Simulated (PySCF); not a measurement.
# One molecule, several mistakes: AlClGeH6Si

All numbers below are calculated, not measured. The program is PySCF 2.14.0, an open-source quantum chemistry code, run on an isolated molecule that a program drew, which may never have been made. The molecule is AlClGeH6Si (charge 0, singlet), drawn as the SMILES string `[AlH2][GeH2][SiH2]Cl`.

Each row is a Hartree-Fock (HF) and frozen-core CCSD(T) single point in the cc-pV(D+d)Z basis, meant for a local HF minimum. Run 1 is clean. Each other run has one planted mistake out of seven kinds, and not every kind appears here: one electron removed, one electron added, multiplicity raised by two, geometry at a saddle point, minimal basis STO-3G, one bond length entered in bohr, all coordinates scaled. The reference is restricted for singlets and unrestricted otherwise, and also for a bond in bohr. Adding or removing an electron swaps singlet and doublet. Electrons count all cores. HOMO and LUMO are orbital energies over both spins, the gradient is its largest component, and the lowest frequency (negative if imaginary) is given only where the gradient is small. Bond lengths are over the 9 bonds as drawn. T1 is the CCSD diagnostic: over 0.02 (restricted) or 0.045 (unrestricted) a single reference is doubtful. Germanium has the cc-pVDZ-PP basis, with a core potential (ECP10MDF) in place of its 10 inner electrons, and its 3s, 3p and 3d shells are frozen in CCSD(T).

Geometry of the clean run:
```xyz
10
AlClGeH6Si, angstrom
Al   -0.5789    0.5020   -2.0743
Ge   -0.6826   -0.7660    0.0989
Si    0.6673    0.8641    1.2567
Cl    0.9974    2.2310   -0.3771
H     0.5316    0.1135   -3.1245
H    -1.7473    1.5023   -2.4225
H    -2.0291   -0.8816    0.8261
H     0.0170   -2.1285    0.1963
H     0.0317    1.6852    2.3041
H     2.0211    0.4728    1.6917
```

| run | electrons | basis functions | <S^2> | HOMO (eV) | LUMO (eV) | gradient (hartree/bohr) | lowest frequency (cm^-1) | mean bond (Å) | longest bond (Å) | T1 | HF (hartree) | CCSD(T) (hartree) | mistake |
|---|---|---|---|---|---|---|---|---|---|---|---|---|---|
| 1 | 82 | 122 | 0.000 | -9.54 | 1.40 | 8.5e-06 | 37 | 1.8066 | 2.518 | 0.0117 | -1287.27840 | -1287.75989 | no fault |
| 2 | 82 | 122 | 2.020 | -4.85 | -2.13 | 4.2e-02 | - | 1.8066 | 2.518 | 0.0228 | -1287.12110 | -1287.60281 | multiplicity raised by two |
| 3 | 83 | 122 | 0.764 | 0.38 | 6.58 | 3.2e-02 | - | 1.8066 | 2.518 | 0.0215 | -1287.24464 | -1287.74826 | one electron added |
| 4 | 82 | 122 | 0.876 | -8.76 | 0.57 | 6.5e-03 | - | 1.9583 | 2.900 | 0.0321 | -1287.18397 | -1287.65056 | one bond length entered in bohr |
| 5 | 82 | 122 | 0.000 | -9.38 | 0.92 | 3.8e-02 | - | 1.9855 | 2.767 | 0.0134 | -1287.21543 | -1287.70337 | ? |

**Which mistake was planted in run 5, and what did it cost?**

The mean and the longest bond both change by the same factor, 1.099, and the gradient is no longer small. So the mistake is: all coordinates scaled. Subtracting run 1 and multiplying by 627.51 kcal/mol a hartree, the energy moved by 39.5 kcal/mol in HF and 35.5 kcal/mol in CCSD(T).

Cautions from the logs. Run 3: the HOMO is above zero, so the electron isn't bound and the energy depends on the basis.
